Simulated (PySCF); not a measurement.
**SMILES C=C1CS(=O)(=O)[C@H]1C#N, C$_{5}$H$_{5}$NO$_{2}$S**

Molfile (atoms numbered from 1):
```
C5H5NO2S
     RDKit          3D

 14 14  0  0  0  0  0  0  0  0999 V2000
    1.9716    0.3633   -0.2564 C   0  0  0  0  0  0  0  0  0  0  0  0
    0.7220   -0.0415   -0.1404 C   0  0  0  0  0  0  0  0  0  0  0  0
    0.1923   -1.3501    0.3733 C   0  0  0  0  0  0  0  0  0  0  0  0
   -1.5102   -0.7565    0.0520 S   0  0  0  0  0  6  0  0  0  0  0  0
   -2.1232   -1.4005   -1.0690 O   0  0  0  0  0  0  0  0  0  0  0  0
   -2.2801   -0.5581    1.2376 O   0  0  0  0  0  0  0  0  0  0  0  0
   -0.5313    0.7340   -0.4891 C   0  0  1  0  0  0  0  0  0  0  0  0
   -0.7425    1.9080    0.2877 C   0  0  0  0  0  0  0  0  0  0  0  0
   -0.8990    2.8413    0.9301 N   0  0  0  0  0  0  0  0  0  0  0  0
    2.2159    1.3409   -0.6346 H   0  0  0  0  0  0  0  0  0  0  0  0
    2.7945   -0.2698    0.0274 H   0  0  0  0  0  0  0  0  0  0  0  0
    0.3805   -1.5252    1.4287 H   0  0  0  0  0  0  0  0  0  0  0  0
    0.4714   -2.2183   -0.2165 H   0  0  0  0  0  0  0  0  0  0  0  0
   -0.6626    0.9322   -1.5528 H   0  0  0  0  0  0  0  0  0  0  0  0
  1  2  2  0
  2  3  1  0
  3  4  1  0
  4  5  2  0
  4  6  2  0
  4  7  1  0
  7  8  1  0
  8  9  3  0
  7  2  1  0
  1 10  1  0
  1 11  1  0
  3 12  1  0
  3 13  1  0
  7 14  1  6
M  END
```

Computed, not measured: PySCF 2.14.0, GIAO X3LYP/pcSseg-0 magnetisability, rotational g tensor and spin-rotation constants, non-relativistic, gas phase. Geometry: GFN2-xTB.

Question: Give the nuclear spin-rotation constants along the inertial axes (H = +C I·J) beside the isotropic shieldings.

Answer: Rotational constants 1.9908, 1.4366, 1.0086 GHz. A star marks the isotopologue with that one atom substituted, in its own axes.
```
atom  isotope  Caa (kHz)  Cbb (kHz)  Ccc (kHz)  mean (kHz)  σ (ppm)
  N9      14N      0.337      0.187      0.224       0.249    -69.7
 H10       1H      0.047     -0.147     -0.077      -0.059     26.9
 H11       1H     -0.227      0.042     -0.076      -0.087     27.2
 H12       1H     -0.267     -0.175      0.070      -0.124     28.1
 H13       1H     -0.164      0.015     -0.119      -0.089     28.3
 H14       1H     -0.242     -0.200      0.066      -0.125     28.4
  C1     13C*      0.664      0.496      0.249       0.470     56.0
  C2     13C*      0.641      0.495      0.263       0.466     57.2
  C3     13C*      0.451      0.300      0.281       0.344    103.6
  S4     33S*      0.859      0.591      0.339       0.596    204.1
  O5     17O*     -0.595     -0.371     -0.292      -0.420     50.7
  O6     17O*     -0.502     -0.425     -0.286      -0.405     57.3
  C7     13C*      0.339      0.369      0.268       0.325    108.2
  C8     13C*      0.559      0.287      0.401       0.416     67.9
```
For the geometry as given, no vibrational averaging.
